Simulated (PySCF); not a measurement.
Coordinates in bohr (charge 0 multiplicity 1):
```
Sc   -0.9448    0.0000   -1.0109
O    -3.7987    0.0000    0.2887
Cl    2.9473    0.0000    1.1599
```

Computed with PBE0 in PySCF with Sc def2-TZVP, O def2-TZVP, Cl def2-TZVP; no relativity; density-fitted integrals.

This geometry of ScOCl is a stationary point at this level.

What is the point group?

Cs.

Is it a minimum?

Yes: all harmonic wavenumbers are real.

Which band is strongest in the infrared?

1006 cm⁻¹ (a'), 334 km/mol.

What are the dipole moment and the gap between the highest occupied and lowest empty levels?

6.05 D and 5.35 eV.

This need not be the most stable arrangement of these atoms.
